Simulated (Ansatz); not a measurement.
## Telling isomers of CH5GaSi apart by their spectra

These gas-phase data were calculated for one isomer of CH5GaSi at B3LYP/6-31G* (harmonic, unscaled wavenumbers; equilibrium rotational constants with average atomic masses):

- rotational constants: 21.92, 1.932, 1.833 GHz
- all wavenumbers above 1500 cm⁻¹: 3057, 3003, 2219, 2218, 2210
- dipole moment: 1.20 D (PBE0/def2-TZVPD)

Candidates:

(1) `C[SiH2][Ga]`, a singlet
(2) `[SiH3][CH2][Ga]`, a singlet

Problem. Assign the data to one candidate and say why.

Solution. Candidate (2). 3 modes lie between 2000 and 2380 cm⁻¹, one for each Si–H bond, while (1) has 2.

The same quantities for all candidates:

```tsv
	rotational constants (GHz)	wavenumbers above 1500 cm⁻¹	dipole (D)	E above the lowest, B3LYP/6-31G* (kcal/mol)
(1)	16, 1.877, 1.731	3120, 3119, 3045, 2147, 2141, 1502	1.15	0.0
(2)	21.92, 1.932, 1.833	3057, 3003, 2219, 2218, 2210	1.20	0.9
```

Harmonic stretches to hydrogen usually lie a few per cent above observed fundamentals. Programs: Ansatz 0.2.0.
